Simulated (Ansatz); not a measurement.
Calculated with Ansatz (gas phase, PBE0-D4/def2-TZVP geometries, no zero-point term in ΔE). CCSD(T)/CBS is the MP2 limit (def2-TZVPP, def2-QZVPP) plus CCSD(T) − MP2 in def2-TZVPP, frozen cores. This one scheme is used for every species. Functionals use def2-TZVPP. For Ge outer-core shells are correlated without core-valence functions, which leaves a few kJ/mol of doubt a bond. Scalar relativity is left out up to krypton. Each species was taken in one conformer, which may not be the lowest.

Reaction (formal hydrolysis of the Si–Si bond): `O[SiH2][SiH2][GeH3]` + H₂O → `O[SiH2][GeH3]` + `O[SiH3]`

```json
{"level": "r2SCAN-D4", "ΔE (eV)": "-0.74"}
{"level": "PBE", "ΔE (eV)": "-0.61"}
{"level": "r2SCAN", "ΔE (eV)": "-0.76"}
{"level": "HF/def2-TZVPP", "ΔE (eV)": "-1.08"}
{"level": "HF/def2-QZVPP", "ΔE (eV)": "-1.09"}
{"level": "SCS-MP2/def2-QZVPP", "ΔE (eV)": "-0.90"}
{"level": "HF/CBS(def2)", "ΔE (eV)": "-1.09"}
{"level": "CCSD/CBS(def2)", "ΔE (eV)": "-0.80"}
```

Question: What does CCSD(T)/CBS give? (Best estimate.)

Answer: Computed: -0.76 eV. The listed levels differ from it by 0.02, 0.15, 0.00, -0.32, -0.33, -0.14, -0.33, -0.04 eV.

Largest T1 diagnostic among the species: 0.012.

From PBE to PBE0 (25 % exact exchange), in def2-TZVPP and without D4, ΔE moves by −0.05 eV. In def2-TZVPP, CCSD(T) changes the Hartree–Fock value by +0.30 eV (the triples alone add +0.04 eV) and MP2 by +0.24 eV.
